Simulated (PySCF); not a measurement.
Breaking a bond: CuF, singlet.

Computed with: NEVPT2 = SC-NEVPT2 on CASSCF(2,2)/def2-SVP, all electrons correlated in PySCF; RKS-wB97X-V = restricted wB97X-V/def2-SVP (PySCF); RHF/def2-SVP (PySCF); RKS-M06-2X = restricted M06-2X/def2-SVP in PySCF 2.14.0.

Energies are in kcal/mol, each relative to the lowest point of its own curve near equilibrium.

```
R / Å  NEVPT2  RKS-wB97X-V    RHF  RKS-M06-2X
-----  ------  -----------  -----  ----------
1.40     71.7         62.4   80.2        72.5
1.49     35.7          ___   40.3        34.6
1.59     13.7          8.6   15.7        12.1
1.65      6.4          ___    7.4         5.0
1.70      2.7          0.7    3.2         1.7
1.76      0.4          0.0    ___         0.0
1.83      0.0          ___    0.0         0.4
1.85      0.3          ___    0.2         0.9
1.96      3.7          7.6    3.6         5.6
2.03      7.3          ___    7.1         9.8
2.17     16.0         22.6   15.7        19.6
2.36     29.2         37.1   28.8        33.7
2.67        —         58.8   49.5        54.8
2.89        —         72.1   62.8        67.6
3.14        —         85.1   76.2        79.9
3.52        —        100.7   92.4        94.3
3.90        —        112.1  104.3       104.6
4.37        —        122.4  115.2       113.3
4.76        —        128.6  122.2       118.5
5.32        —        135.4  130.2       123.8
6.17        —        142.2  138.8       128.9
7.03        —        146.9  144.9       132.2
```

### Question
Complete the blanks.

### Answer

- 1.49, RKS-wB97X-V: 28.0
- 1.65, RKS-wB97X-V: 3.0
- 1.76, RHF: 0.6
- 1.83, RKS-wB97X-V: 1.3
- 1.85, RKS-wB97X-V: 2.0
- 2.03, RKS-wB97X-V: 12.2

Dashes: no converged value, or the column stops at the first point that the program doubted or that broke a chosen test of continuity, which isn't proof of a fault.

At the longest distance RKS-wB97X-V, RKS-M06-2X leaves fractional charges on the fragments, a sign of delocalisation error or of the restricted form. The restricted form behind RKS-wB97X-V, RHF, RKS-M06-2X keeps the bonding electrons paired and can't separate into open-shell fragments.
